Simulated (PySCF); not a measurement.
Si(H)2(I)(OH) (H3IOSi), SMILES I[SiH2]O.

The structure is a stationary point at B3LYP-D3(BJ)/def2-SVP. The def2 effective core potentials stand for the cores of I; spin–orbit coupling is left out. Other conformers were not sampled.

Level of theory: r2SCAN/def2-TZVPD (PySCF).

The molecule is in vacuum.

| Item | Result |
|---|---|
| total energy | -664.40980 hartree |
| highest occupied level | -6.84 eV |
| lowest empty level | -1.06 eV |
| orbital gap | 5.78 eV |
| dipole moment | 1.34 D |
| quadrupole, principal values (traceless, Buckingham form, about the centre of nuclear charge) | -5.96, 0.67, 5.30 D·Å |
| mean static polarisability | 68.1 bohr³ (10.09 Å³) |
| polarisability, principal values | 58.8, 60.9, 84.6 bohr³ |
